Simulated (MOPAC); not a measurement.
A run for MOPAC: PM3 on H4Sn (SMILES [SnH4]), a point of a bond scan (R = 3.930 Å).

```
PM3 1SCF PRECISE CHARGE=0 THREADS=1
H4Sn

Sn    -0.00000000 1    -0.00000000 1    -0.00000000 1
H      2.99381161 1     1.60988272 1    -1.97160322 1
H      0.60242146 1    -0.85906066 1     1.34839436 1
H     -1.05716935 1     1.23097093 1     0.53494647 1
H     -0.84690933 1    -1.07185928 1    -1.02612204 1
```

Program output:

```
*******************************************************************************
 **                                                                           **
 **                              MOPAC v23.2.5                                **
 **                                                                           **
 *******************************************************************************
 ** MOPAC's Digital Object Identifier: https://doi.org/10.5281/zenodo.6511958 **
 **                                                                           **
 ** Please cite the open-source release paper for use of this MOPAC version:  **
 ** J. E. Moussa and J. J. P. Stewart (2026)                                  **
 ** MOPAC: An open-source semiempirical molecular orbital program             **
 ** J. Open Source Softw., 11(119), 8025, https://doi.org/10.21105/joss.08025 **
 *******************************************************************************

                              PM3 CALCULATION RESULTS

 *******************************************************************************
 *  PM3        - The PM3 Hamiltonian to be used
 *
 *
 *
 *                 CHARGE ON SYSTEM = 0
 *
 *
 *
 *  PRECISE    - TIGHTER CRITERIA TO BE USED
 *  1SCF       - DO 1 SCF AND THEN STOP
 *  THREADS=1  - MULTI-THREADING NOT USED
 *  T=         - A TIME OF 172800.0 SECONDS REQUESTED
 *  DUMP=N     - RESTART FILE WRITTEN EVERY 7200.0 SECONDS REQUESTED
 *******************************************************************************
PM3 1SCF PRECISE CHARGE=0 THREADS=1
 H4Sn

   ATOM   CHEMICAL          X               Y               Z
  NUMBER   SYMBOL      (ANGSTROMS)     (ANGSTROMS)     (ANGSTROMS)

     1      Sn         -0.00000000  *  -0.00000000  *  -0.00000000  *
     2       H          2.99381161  *   1.60988272  *  -1.97160322  *
     3       H          0.60242146  *  -0.85906066  *   1.34839436  *
     4       H         -1.05716935  *   1.23097093  *   0.53494647  *
     5       H         -0.84690933  *  -1.07185928  *  -1.02612204  *



          CARTESIAN COORDINATES

    NO.       ATOM           X           Y           Z

     1        Sn         -0.0000     -0.0000     -0.0000
     2         H          2.9938      1.6099     -1.9716
     3         H          0.6024     -0.8591      1.3484
     4         H         -1.0572      1.2310      0.5349
     5         H         -0.8469     -1.0719     -1.0261

  H: (PM3): J. J. P. STEWART, J. COMP. CHEM. 10, 209 (1989).
 Sn: (PM3): J. J. P. STEWART, J. COMP. CHEM. 12, 320-341 (1991).

           Empirical Formula: H4 Sn  =     5 atoms



      MOLECULAR POINT GROUP   :   C3v


      RHF CALCULATION, NO. OF DOUBLY OCCUPIED LEVELS = 4


 -------------------------------------------------------------------------------
 PM3 1SCF PRECISE CHARGE=0 THREADS=1
 H4Sn



     1SCF WAS SPECIFIED, SO BFGS WAS NOT USED
     SCF FIELD WAS ACHIEVED


                              PM3 CALCULATION
                                                       MOPAC v23.2.5 Linux




          FINAL HEAT OF FORMATION =        162.84505 KCAL/MOL =     681.34370 KJ/MOL


          COSMO AREA              =        101.28 SQUARE ANGSTROMS
          COSMO VOLUME            =         82.25 CUBIC ANGSTROMS

          IONIZATION POTENTIAL    =          8.622535 EV
          HOMO LUMO ENERGIES (EV) =         -8.623 -3.905
          NO. OF FILLED LEVELS    =          4
          MOLECULAR WEIGHT        =        122.7216         POINT GROUP:  C3v

          MOLECULAR DIMENSIONS (Angstroms)

            Atom       Atom       Distance
            H     4    H     2     4.77879
            H     3    H     5     2.79001
            H     3    H     2     2.27482


          SCF CALCULATIONS        =          1





   ATOM   CHEMICAL          X               Y               Z
  NUMBER   SYMBOL      (ANGSTROMS)     (ANGSTROMS)     (ANGSTROMS)

     1      Sn         -0.00000000  *  -0.00000000  *  -0.00000000  *
     2       H          2.99381161  *   1.60988272  *  -1.97160322  *
     3       H          0.60242146  *  -0.85906066  *   1.34839436  *
     4       H         -1.05716935  *   1.23097093  *   0.53494647  *
     5       H         -0.84690933  *  -1.07185928  *  -1.02612204  *

                             CARTESIAN COORDINATES

   1   Sn       -0.000000000    -0.000000000    -0.000000000
   2    H        2.993811610     1.609882720    -1.971603220
   3    H        0.602421460    -0.859060660     1.348394360
   4    H       -1.057169350     1.230970930     0.534946470
   5    H       -0.846909330    -1.071859280    -1.026122040


           Empirical Formula: H4 Sn  =     5 atoms



      MOLECULAR POINT GROUP   :   C3v


                  EIGENVALUES
 -15.88518 -12.44029 -12.44029  -8.62254  -3.90536   0.25058   0.84909   0.84909


              NET ATOMIC CHARGES AND DIPOLE CONTRIBUTIONS

  ATOM NO.   TYPE          CHARGE      No. of ELECS.   s-Pop       p-Pop
    1         Sn          -0.193191        4.1932     1.20524     2.98795
    2          H           0.122098        0.8779     0.87790
    3          H           0.023698        0.9763     0.97630
    4          H           0.023698        0.9763     0.97630
    5          H           0.023698        0.9763     0.97630
 DIPOLE           X         Y         Z       TOTAL
 POINT-CHG.     1.608     0.864    -1.059     2.110
 HYBRID        -0.600    -0.323     0.395     0.788
 SUM            1.007     0.542    -0.663     1.322


          ATOMIC ORBITAL ELECTRON POPULATIONS

     Atom    s        px        py        pz
    1 Sn   1.20524   0.99395   0.99734   0.99665
    2  H   0.87790
    3  H   0.97630
    4  H   0.97630
    5  H   0.97630

 **********************
 *                    *
 * JOB ENDED NORMALLY *
 *                    *
 **********************




 == MOPAC DONE ==
```

The run finished.

Cost: about 0.03 core-seconds (a rough figure).
